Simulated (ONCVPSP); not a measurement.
# How hard is this manganese (Mn) ONCV potential?

ONCVPSP 4.0.1 input, shortened (lines: element, Z, core and valence counts, functional; n l f; lmax; l rc ep ncon nbas qcut; lloc lpopt rc5 dvloc0; l nproj debl; icmod fcfact rcfact), PBEsol, scalar-relativistic:

```
  Mn 25.00    3    4  -116133      upf
    1    0    2.00
    2    0    2.00
    2    1    6.00
    3    0    2.00
    3    1    6.00
    3    2    5.00
    4    0    2.00
    2
    0    1.70    0.00    3    7    8.00
    1    1.00    0.00    3    7    7.50
    2    1.15    0.00    3    8   13.30
    4    5    0.85    0.00
    0    2    1.40
    1    1    0.30
    2    2    1.40
    1    0.55    0.00
```

Q: For each optimised wave give the share of its norm inside rc, the residual kinetic energy above qcut (Ha) and the cutoffs (Ha) for errors of 10, 1, 0.1 and 0.01 mHa per electron.

A:

```json
{"wave": "3s", "norm inside rc": "0.984", "residual KE": "6.4e-08", "10 mHa": "8.4", "1 mHa": "11.1", "0.1 mHa": "17.1", "0.01 mHa": "23.7"}
{"wave": "4s", "norm inside rc": "0.087", "residual KE": "8.6e-08", "10 mHa": "6.2", "1 mHa": "9.0", "0.1 mHa": "19.1", "0.01 mHa": "24.7"}
{"wave": "3p", "norm inside rc": "0.657", "residual KE": "8.5e-04", "10 mHa": "21.9", "1 mHa": "27.6", "0.1 mHa": "48.4", "0.01 mHa": "122.8"}
{"wave": "3d", "norm inside rc": "0.569", "residual KE": "1.2e-06", "10 mHa": "53.7", "1 mHa": "65.2", "0.1 mHa": "74.3", "0.01 mHa": "81.4"}
{"wave": "d projector 2", "norm inside rc": "0.137", "residual KE": "1.2e-06", "10 mHa": "51.5", "1 mHa": "64.3", "0.1 mHa": "74.4", "0.01 mHa": "82.0"}
```

The occupied waves need 65 Ha and 74 Ha for 1 and 0.1 mHa.
